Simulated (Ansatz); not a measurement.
Molecule: sum formula BNHCl2 (charge -1, singlet). It need not be the lowest isomer of its formula. Whether it binds its extra electron was not tested at this geometry. 
Geometry from a B3LYP-D3(BJ)/def2-TZVP (Ansatz, a program for electronic structure) optimisation:
SMILES: ClB(Cl)[NH-]
```xyz
5

B     -0.4846    -0.2136     0.1313
Cl    -0.0163     1.6133     0.0437
Cl     0.9862    -1.2525    -0.3081
N     -1.6714    -0.7218     0.4532
H     -2.3663    -0.0130     0.6661
```
Charge -1, spin multiplicity 1.

Basis-set convergence of Hartree-Fock and CCSD correlation energies (hartree) with Ansatz. Correlated levels leave the core frozen unless marked. No spin-orbit coupling. Non-relativistic.

| basis | functions | E(HF) | E(corr, CCSD) |
|---|---|---|---|
| aug-cc-pV(D+d)Z | 119 | -998.88061 | -0.60719 |
| aug-cc-pV(T+d)Z | 225 | [?] | [?] |

What belongs in the gaps?


- aug-cc-pV(T+d)Z, E(HF): -998.92095
- aug-cc-pV(T+d)Z, E(corr, CCSD): -0.74721
